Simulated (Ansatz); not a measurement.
C2H5ClSi can be A, `ClC1C[SiH2]1`, or B, `[SiH3]/C=C/Cl`.

Computed with Ansatz on PBE0-D4/def2-TZVP structures; ΔE is electronic, products minus reactants. CCSD(T)/CBS is the MP2 limit (def2-TZVPP, def2-QZVPP) plus CCSD(T) − MP2 in def2-TZVPP, frozen cores. DFT in def2-TZVPP. B3LYP here is the variant with VWN-RPA as its local correlation; programs differ in this.

A:

Z-matrix (Å, degrees):
```
C
C 1 1.532
Si 1 1.855 2 65.5
Cl 1 1.761 2 117.2 3 -115.3
H 1 1.084 2 115.4 3 112.3
H 2 1.085 1 116.2 3 -115.7
H 2 1.086 1 115.0 3 109.0
H 3 1.475 1 118.2 2 -103.8
H 3 1.478 1 119.0 2 106.6
```

B:

```xyz
9

Si   -0.429   -0.925   -0.888
C    -0.308    0.210    0.578
C     0.731    1.017    0.736
Cl    0.919    2.098    2.065
H     0.774   -0.732   -1.738
H    -0.504   -2.342   -0.446
H    -1.651   -0.625   -1.680
H    -1.095    0.225    1.329
H     1.563    1.074    0.044
```

(1) Which isomer does CCSD(T)/CBS put lower? Give the gap. (Best estimate.)

(2) Give E(B) − E(A) in kJ/mol with r2SCAN-D4, CCSD(T)/def2-TZVPP, PBE-D4, B3LYP-D4, LDA (SPW92), B3LYP, CCSD/def2-TZVPP. (An estimate is asked.)

(3) Does the order hold for the free energy at 298.15 K (harmonic terms from PBE0-D4)? (Estimate.)

Largest T1 diagnostic: 0.011.

Answers

(1) Ansatz gave: B, by 52.6 kJ/mol.

(2) Computed: r2SCAN-D4 -46.8, CCSD(T)/def2-TZVPP -56.2, PBE-D4 -42.7, B3LYP-D4 -61.0, LDA (SPW92) -25.8, B3LYP -62.9, CCSD/def2-TZVPP -56.9. None reverses the order clearly.

(3) Computed: Yes: G(B) − G(A) = -61.8 kJ/mol.

From BLYP to BHLYP (50 % exact exchange), in def2-TZVPP and without D4, E(B) − E(A) moves by +6.2 kJ/mol. Leaving LDA and LC-ωPBE aside and taking each functional with its dispersion term where it has one, the values, not all of them listed here, spread over 26.2 kJ/mol, from BLYP-D4 to PBE0-D4. LDA lies +18.0 kJ/mol from PBE without D4.
